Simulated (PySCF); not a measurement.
Method: TPSSh-D3(BJ)/def2-TZVP // CAM-B3LYP-D3(BJ)/def2-TZVP in PySCF. Isolated molecules, 0 K electronic values unless said otherwise. One relaxed conformer stands for a flexible species; it need not be the lowest. Delta-SCF ions had no search for a lower state. Excitations are Tamm–Dancoff values on a coarser integration grid. The basis has no diffuse functions, so Rydberg states are missing or too high.

Reference species (SMILES): `C(C(Cl)=C)[SiH3]` (Cl–C–C–Si torsion 74°) (neutral, multiplicity 1).

| Quantity | Result |
|---|---|
| vertical ionisation energy (Delta-SCF) | 9.07 eV |
| HOMO–LUMO gap | 5.99 eV |
| T1 excitation (TDA) | 4.16 eV |
| LUMO | -0.59 eV |

Changed species: `[SiH3]C/C=C\Cl` (Si–C–C–C torsion 96°).

Question: Give the shifts of the vertical ionisation energy (Delta-SCF), HOMO–LUMO gap, T1 excitation (TDA) and LUMO.

Answer: the vertical ionisation energy (Delta-SCF) decreases by 0.17 eV, to 8.90 eV; the HOMO–LUMO gap falls by 0.08 eV, to 5.91 eV; the T1 excitation (TDA) is nearly the same; the LUMO rises by 0.09 eV, to -0.50 eV.
